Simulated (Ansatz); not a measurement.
# Two structures, one formula

The two ends of one reaction step of BSiNH₈O, singlet (PBE0-D4/def2-TZVP).

A:

B1  (1.623, -1.336, -0.090)
N2  (1.850, -0.036, -0.536)
H3  (2.082, -1.672, 0.961)
H4  (0.951, -2.064, -0.760)
H5  (0.109, 0.795, 0.350)
O6  (-0.663, 1.308, 0.619)
Si7  (-2.142, 0.664, 0.308)
H8  (2.460, 0.608, -0.058)
H9  (1.559, 0.290, -1.444)
H10  (-3.139, 1.652, 0.786)
H11  (-2.342, 0.423, -1.149)
H12  (-2.347, -0.632, 1.013)
(Å)

B:

```xyz
12
angstrom
B 0.6048 -0.5550 0.0066
N 1.8663 0.4244 -0.3708
H 0.9594 -1.1355 1.0188
H 0.4883 -1.2987 -0.9537
H 2.0132 1.0908 0.3820
O -0.4754 0.3861 0.1887
Si -2.0677 0.1134 0.3303
H 2.7201 -0.1045 -0.5144
H 1.6548 0.9477 -1.2155
H -2.7518 1.4312 0.4244
H -2.6135 -0.6225 -0.8472
H -2.3984 -0.6776 1.5507
```

Computed with Ansatz 0.2.0 (basis: def2-TZVPP); correlated methods freeze the cores. B3LYP uses VWN-RPA correlation.

Q: Which structure is lower at CCSD(T), and by how much? (To be estimated.)

A: By the calculation: B, by 55.8 kJ/mol (electronic energy, against the other). By their contacts, A is a complex of SiH₄O ([OH][SiH3]) + BNH₄ ([BH2][NH2]) and B is BSiNH₈O ([NH3][BH2][O][SiH3]).

All methods give the same order:

| method | E(B) − E(A) (kJ/mol) |
| --- | --- |
| SPW92 | -78.8 |
| PBE-D4 | -53.0 |
| BLYP-D4 | -40.5 |
| r2SCAN-D4 | -58.0 |
| B97M-V | -58.1 |
| PBE0-D4 | -58.6 |
| B3LYP-D4 | -46.3 |
| r2SCAN0-D4 | -61.4 |
| BHLYP-D4 | -52.1 |
| CAM-B3LYP-D4 | -51.7 |
| wB97X-V | -55.3 |
| wB97M-V | -53.5 |
| B2PLYP | -47.7 |
| PBE-QIDH | -62.6 |
| RPA on PBE | -52.4 |
| HF | -36.6 |
| MP2 | -58.2 |
| CCSD | -54.2 |
| CCSD(T) | -55.8 |

The T1 diagnostic stays at or below 0.012.

Labels in which every atom is bracketed show which atoms are joined, not bond orders.

For scale, one of the runs: CCSD(T)/def2-TZVPP, 247 basis functions, launched by `ansatz run in.yaml --threads 4 --pin off --events-out ev --progress --plain --max-ram 9574MiB`. Time: 2.1 min of wall clock on 4 CPU threads of an Intel Xeon; the host was shared. Peak host memory: 5.1 GiB.
